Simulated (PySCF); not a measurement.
# Where the electron goes

Compound: C5H6N2Si.
Structure used (PBE0-D3(BJ)/def2-SVP), in Å, numbered top down from 1:
```
atom  x, y, z in Å
C1    -3.282   -1.712    0.728
C2    -2.108   -0.917    0.433
C3    -1.113   -0.258    0.199
C4     0.037    0.520   -0.137
N5     1.028    0.673    0.650
Si6    2.452    1.594    0.281
C7     3.878    0.398    0.293
N8     4.768   -0.345    0.284
H9    -3.408   -2.511   -0.021
H10   -3.208   -2.179    1.722
H11   -4.190   -1.089    0.706
H12   -0.009    0.979   -1.149
H13    2.445    2.240   -1.068
H14    2.706    2.591    1.351
```

The calculation used TDDFT B3LYP/def2-SVPD, vertical, gas phase, core orbitals frozen in the response in PySCF 2.14.0, density-fitted response routines.

Kohn–Sham orbitals with the atoms that hold most of them (Löwdin shares over 4%, at most four atoms; ? is withheld):

```
orbital  ε (eV)                            atoms
 LUMO+2   -0.48  N8 32%, C7 32%, Si6 22%, H13 6%
 LUMO+1   -0.86  Si6 26%, C7 21%, N8 20%, H13 7%
   LUMO   -2.35   C4 29%, N5 26%, C2 16%, C3 11%
   HOMO       ?                                ?
 HOMO-1   -7.90                                ?
 HOMO-2   -8.04     C3 39%, C2 38%, C1 8%, C4 5%
 HOMO-3   -9.33  N8 39%, C7 32%, Si6 12%, H14 8%
```

Q: Give the leading atoms of the HOMO-1.

A: C3 (bonded to 2 C) 30%; C2 (bonded to 2 C) 29%; N5 (bonded to C and Si) 18%; C4 (bonded to C, N and H) 8%. By element: carbon 67% or more, nitrogen 18% or more.

Q: Which atoms hold the HOMO, and with what shares?

A: N5 (bonded to C and Si) 62%; C4 (bonded to C, N and H) 14%; Si6 (bonded to C, N and 2 H) 10%; H12 (bonded to C) 6%.

Q: What is the HOMO energy, and the HOMO–LUMO gap?

A: ε(HOMO) = -7.61 eV; the gap is 5.26 eV (0.1933 hartree).

Q: How does S1 compare with the orbital gap of 5.26 eV?

A: S1 is at 3.80 eV (f = 0.0001), 1.46 eV below the gap, made of HOMO→LUMO (99%). 

Q: Give energy, strength and leading configuration of S1, S2, S3, S4 and S5, and follow the Löwdin shares of the leading atoms from the occupied to the empty orbital.

A: 
- S1 (3.80 eV, f 0.0001), HOMO→LUMO (99%): N5 62% → 26%, C4 14% → 29%
- S2 (4.35 eV, f 0.0000), HOMO-2→LUMO (99%): C3 39% → 11%, C2 38% → 16%, C4 5% → 29%, N5 at most 6% → 26%
- S3 (5.15 eV, f 0.413), HOMO-1→LUMO (88%): C3 30% → 11%, C2 29% → 16%, C4 8% → 29%, N5 18% → 26%
- S4 (5.76 eV, f 0.035), HOMO→LUMO+1 (99%): N5 62% → at most 7%, C4 14% → at most 7%, Si6 10% → 26%, C7 at most 6% → 21%
- S5 (6.19 eV, f 0.0006), HOMO-1→LUMO+1 (84%): C3 30% → at most 7%, C2 29% → at most 7%, Si6 at most 8% → 26%, C7 at most 8% → 21%

Hardware: an Arm Neoverse V2 with one thread, on a shared host. Cost: 3.9 min of wall time, 0.88 GiB resident at most.

One conformer stands for the species.
